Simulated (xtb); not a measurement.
Job for xtb: GFN2-xTB on NaBe, 2S+1 = 2, a spin state set in the input, which need not be the lowest, a point of a bond scan (R = 2.837 Å).

```
$ xtb mol.xyz --gfn 2 --sp --chrg 0 --uhf 1
2

Be     0.00000000     0.00000000     0.00000000
Na     0.00000000     0.00000000     2.83722900
```

The log:

```
[...]
           -------------------------------------------------
          |                Calculation Setup                |
           -------------------------------------------------



           -------------------------------------------------
          |                 G F N 2 - x T B                 |
           -------------------------------------------------

        Reference                      10.1021/acs.jctc.8b01176
      * Hamiltonian:
        H0-scaling (s, p, d)           1.850000    2.230000    2.230000
        zeta-weighting                 0.500000
      * Dispersion:
        s8                             2.700000
        a1                             0.520000
        a2                             5.000000
        s9                             5.000000
      * Repulsion:
        kExp                           1.500000    1.000000
        rExp                           1.000000
      * Coulomb:
        alpha                          2.000000
        third order                    shell-resolved
        anisotropic                    true
        a3                             3.000000
        a5                             4.000000
        cn-shift                       1.200000
        cn-exp                         4.000000
        max-rad                        5.000000


          ...................................................
          :                      SETUP                      :
          :.................................................:
          :  # basis functions                   8          :
          :  # atomic orbitals                   8          :
          :  # shells                            4          :
          :  # electrons                         3          :
          :  max. iterations                   250          :
          :  Hamiltonian                  GFN2-xTB          :
          :  restarted?                      false          :
          :  GBSA solvation                  false          :
          :  PC potential                    false          :
          :  electronic temp.          300.0000000     K    :
          :  accuracy                    1.0000000          :
          :  -> integral cutoff          0.2500000E+02      :
          :  -> integral neglect         0.1000000E-07      :
          :  -> SCF convergence          0.1000000E-05 Eh   :
          :  -> wf. convergence          0.1000000E-03 e    :
          :  Broyden damping             0.4000000          :
          :  net charge                          0          :
          :  unpaired electrons                  1          :
          ...................................................

 iter      E             dE          RMSdq      gap      omega  full diag
   1     -0.0610471 -0.610471E-01  0.104E+02    1.89       0.0  T
   2      0.0968342  0.157881E+00  0.609E+01    0.00       1.0  T
   3     -0.5968911 -0.693725E+00  0.551E+01    1.74       1.0  T
   4     -0.6853683 -0.884772E-01  0.296E+01    1.52       1.0  T
   5     -0.7398011 -0.544328E-01  0.195E+01    1.34       1.0  T
   6     -0.7222321  0.175690E-01  0.264E+01    0.70       1.0  T
   7     -0.7233267 -0.109459E-02  0.254E+01    0.72       1.0  T
   8     -0.7348451 -0.115184E-01  0.155E+01    0.99       1.0  T
   9     -0.7410697 -0.622462E-02  0.139E+01    1.04       1.0  T
  10     -0.7514505 -0.103808E-01  0.101E+01    1.14       1.0  T
  11     -0.7575826 -0.613211E-02  0.141E+00    1.35       1.0  T
  12     -0.7576247 -0.420487E-04  0.426E-01    1.37       1.0  T
  13     -0.7576242  0.511127E-06  0.338E-01    1.37       1.0  T
  14     -0.7576247 -0.520378E-06  0.199E-01    1.38       1.0  T
  15     -0.7576265 -0.181962E-05  0.248E-02    1.38       2.9  T
  16     -0.7576266 -0.615448E-07  0.156E-03    1.38      45.3  T
  17     -0.7576266 -0.439033E-09  0.723E-04    1.38      97.8  T
  18     -0.7576266 -0.682382E-10  0.984E-05    1.38     718.4  T

   *** convergence criteria satisfied after 18 iterations ***

         #    Occupation            Energy/Eh            Energy/eV
      -------------------------------------------------------------
         1        2.0000           -0.2416672              -6.5761
         2        1.0000           -0.1410203              -3.8374 (HOMO)
         3                         -0.0903776              -2.4593 (LUMO)
         4                         -0.0903776              -2.4593
         5                         -0.0561618              -1.5282
         6                         -0.0259736              -0.7068
         7                         -0.0259736              -0.7068
         8                          0.3849773              10.4758
      -------------------------------------------------------------
                  HL-Gap            0.0506427 Eh            1.3781 eV
             Fermi-level           -0.1536797 Eh           -4.1818 eV

 SCC (total)                   0 d,  0 h,  0 min,  0.002 sec
 SCC setup                      ...        0 min,  0.000 sec (  5.168%)
 Dispersion                     ...        0 min,  0.000 sec (  1.938%)
 classical contributions        ...        0 min,  0.000 sec (  1.230%)
 integral evaluation            ...        0 min,  0.000 sec (  6.732%)
 iterations                     ...        0 min,  0.002 sec ( 71.966%)
 molecular gradient             ...        0 min,  0.000 sec (  9.598%)
 printout                       ...        0 min,  0.000 sec (  2.895%)

         :::::::::::::::::::::::::::::::::::::::::::::::::::::
         ::                     SUMMARY                     ::
         :::::::::::::::::::::::::::::::::::::::::::::::::::::
         :: total energy              -0.757168997575 Eh    ::
         :: gradient norm              0.008229105904 Eh/a0 ::
         :: HOMO-LUMO gap              1.378058028222 eV    ::
         ::.................................................::
         :: SCC energy                -0.757626578163 Eh    ::
         :: -> isotropic ES           -0.004542037597 Eh    ::
         :: -> anisotropic ES         -0.000915968805 Eh    ::
         :: -> anisotropic XC          0.005869025952 Eh    ::
         :: -> dispersion             -0.000394080433 Eh    ::
         :: repulsion energy           0.000457580588 Eh    ::
         :: add. restraining           0.000000000000 Eh    ::
         :: total charge              -0.000000000003 e     ::
         :::::::::::::::::::::::::::::::::::::::::::::::::::::

           -------------------------------------------------
          |                Property Printout                |
           -------------------------------------------------

    * Orbital Energies and Occupations

         #    Occupation            Energy/Eh            Energy/eV
      -------------------------------------------------------------
         1        2.0000           -0.2416672              -6.5761
         2        1.0000           -0.1410203              -3.8374 (HOMO)
         3                         -0.0903776              -2.4593 (LUMO)
         4                         -0.0903776              -2.4593
         5                         -0.0561618              -1.5282
         6                         -0.0259736              -0.7068
         7                         -0.0259736              -0.7068
         8                          0.3849773              10.4758
      -------------------------------------------------------------
                  HL-Gap            0.0506427 Eh            1.3781 eV
             Fermi-level           -0.1536797 Eh           -4.1818 eV

     #   Z          covCN         q      C6AA      α(0)
     1   4 Be       0.740     0.074    88.518    28.065
     2  11 Na       0.740    -0.074   102.122    34.200

 Mol. C6AA /au·bohr⁶  :        375.608453
Note: The following floating-point exceptions are signalling: IEEE_UNDERFLOW_FLAG IEEE_DENORMAL
normal termination of xtb
 Mol. C8AA /au·bohr⁸  :      31315.872069
 Mol. α(0) /au        :         62.265264


Wiberg/Mayer (AO) data.
largest (>0.10) Wiberg bond orders for each atom

 ---------------------------------------------------------------------------
     #   Z sym  total        # sym  WBO       # sym  WBO       # sym  WBO
 ---------------------------------------------------------------------------
     1   4 Be   0.927 --     2 Na   0.927
     2  11 Na   0.927 --     1 Be   0.927
 ---------------------------------------------------------------------------

Topologies differ in total number of bonds
Writing topology from bond orders to xtbtopo.mol

molecular dipole:
                 x           y           z       tot (Debye)
 q only:        0.000       0.000      -0.396
   full:       -0.000       0.000       0.397       1.010
molecular quadrupole (traceless):
                xx          xy          yy          xz          yz          zz
 q only:        1.061       0.000       1.061       0.000       0.000      -2.122
  q+dip:       -2.263       0.000      -2.263      -0.000       0.000       4.525
   full:        1.100      -0.000       1.100       0.000       0.000      -2.199


           -------------------------------------------------
          | TOTAL ENERGY               -0.757168997575 Eh   |
          | GRADIENT NORM               0.008229105904 Eh/α |
          | HOMO-LUMO GAP               1.378058028222 eV   |
           -------------------------------------------------

------------------------------------------------------------------------
------------------------------------------------------------------------
 total:
 SCF:
```

The run finished.

Cost: very roughly 0.04 core-seconds.
